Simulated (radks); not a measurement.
O, 8 electrons, occupied as [He] 2p6 (not the ground configuration).

All-electron calculation, scalar-relativistic Kohn-Sham, LDA (Slater exchange, Perdew-Wang correlation), spin-unpolarised, spherical densities, finite nucleus; Fermi nuclear charge, rms radius 2.6991 fm. Program: a radial shooting solver on a logarithmic mesh with Libxc functionals.

Energy parts (hartree):
| part | energy |
|---|---|
| total | -73.45212 |
| kinetic | 73.19758 |
| electron-nucleus | -175.03883 |
| Hartree | 36.05537 |
| exchange-correlation | -7.66623 |

Orbitals (lengths in bohr, moments of r in powers of bohr; r(max) is where P^2 peaks):
| orbital | occ. | eigenvalue (hartree) | <r^2> | r(max) |
|---|---|---|---|---|
| 1s | 2 | -18.81777 | 0.05432 | 0.1296 |
| 2p | 6 | -0.36650 | 2.079 | 0.8150 |

The highest occupied level is 2p at -9.973 eV. The density falls to 0.001 e/bohr^3 at r = 3.38 bohr. Summed over all electrons, <r^2> = 12.58 bohr^2, which gives a Langevin (diamagnetic) susceptibility term of -9.96 x 10^-6 cm^3/mol. The electron density at the nucleus is 301.4 e/bohr^3 (large components only).
